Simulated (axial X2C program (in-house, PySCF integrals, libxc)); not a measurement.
Ω levels of FNdF⁺ from open-shell CI on f3 s0 d(πδ)0

Calculated with an axial X2C code built on PySCF integrals: two-component X2C with atomic mean-field Coulomb and Gaunt terms, basis F dyall-v3z, Nd dyall-v3z (cores contracted in-house). Orbitals come from Hartree–Fock averaged over the configuration Nd f3 s0 d(πδ)0; CI then distributes these electrons over the f, s, d(πδ) shells of Nd.

F–Nd–F held linear, both bonds 2.050 Å (near the minimum of the configuration average).

Lowest levels of this model:

```tsv
Ω	energy (cm⁻¹)	g∥	configuration
9/2	0	6.14	100% f3
5/2	1350	3.73	100% f3
3/2	1446	1.55	100% f3
7/2	1795	5.92	100% f3
11/2	1823	10.14	100% f3
1/2	1940	0.10	100% f3
5/2	3350	4.45	100% f3
9/2	3360	9.58	100% f3
7/2	3435	6.44	100% f3
3/2	3510	2.77	100% f3
1/2	3599	1.25	100% f3
13/2	3655	14.08	100% f3
7/2	5274	7.38	100% f3
5/2	5306	5.39	100% f3
9/2	5332	10.01	100% f3
11/2	5379	12.90	100% f3
15/2	5476	17.99	100% f3
3/2	5501	3.55	100% f3
1/2	5593	1.22	100% f3
7/2	7073	8.30	100% f3
9/2	7235	10.30	100% f3
5/2	7325	6.45	100% f3
11/2	7590	12.96	100% f3
3/2	7708	4.14	100% f3
13/2	7808	15.90	100% f3
1/2	7932	1.42	100% f3
```

g∥ is the magnitude of 2⟨Lz + ge Sz⟩ for the +Ω component.

Question: From Ω and g∥ of the lowest level, whose 2⟨Lz + ge Sz⟩ is positive, find ⟨Sz⟩ and ⟨Lz⟩ (ge = 2.0023).

Answer: Ω = ⟨Lz⟩ + ⟨Sz⟩ = 9/2 and ⟨Lz⟩ + ge⟨Sz⟩ = 3.070, so ⟨Sz⟩ = -1.43 and ⟨Lz⟩ = 5.93.

Occupations of the active spinors in the lowest level by ω, shell by shell in order of energy: -7/2: 0.00; -5/2: 0.00 0.00 0.00; -3/2: 0.00 0.00 0.00 0.00; -1/2: 0.01 0.01 0.00 0.00; 1/2: 0.94 0.04 0.00 0.00; 3/2: 0.94 0.05 0.00 0.00; 5/2: 0.96 0.04 0.00; 7/2: 0.01. The leading determinant has weight 0.86 among 98.

This point took 4.4 s on 1 thread of AMD EPYC 7R43 64-Core Processor (Zen 3) (shared host).

Dynamic correlation is missing, so gaps between terms are too wide and other configurations may lie lower; the lowest level listed is that of this model, not necessarily the ground state. At most 4 roots were kept for each Ω > 0 (twice that for Ω = 0) within 2.2 eV of the lowest, so higher up levels can be missing between those listed; levels with Ω > 0 are doubly degenerate and listed once, Ω = 0 levels singly. States that fill the shells left empty in the average are placed too high. The molecule was held linear; bending was not examined.
